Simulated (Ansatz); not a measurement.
Input for Ansatz (development build ahead of 0.2.0):

```yaml
crystal:
  periodic: [false, false, false]
  atoms:
    - { symbol: Cu, position_ang: [0.0, 0.0, 0.0] }
    - { symbol: O, position_ang: [0.0, 0.0, 3.44] }
basis:
  gaussian: { orbitals: def2-SVP }
magnetization:
  spin_polarized: true
  initial_magnetization: 1
hamiltonian:
  xc: hf
scf:
  omitted_lower_state_checks: [stability, starts, atomic_configurations, cluster_reference, orbital_swaps, given_window_search, neighbouring_geometries, increment]
output:
  forces: true
```

The input is written out in the form of the current development build from the run's settings.

Output:

* Converged: yes
* Total energy: -1713.40883 hartree
* Spin squared of the determinant: 1.738

Forces (eV/Å):
```json
{"atom": "Cu1", "Fx": "0.000", "Fy": "0.000", "Fz": "0.016"}
{"atom": "O2", "Fx": "0.000", "Fy": "0.000", "Fz": "-0.016"}
```

Caution: the unrestricted determinant is a mixture of spin states.
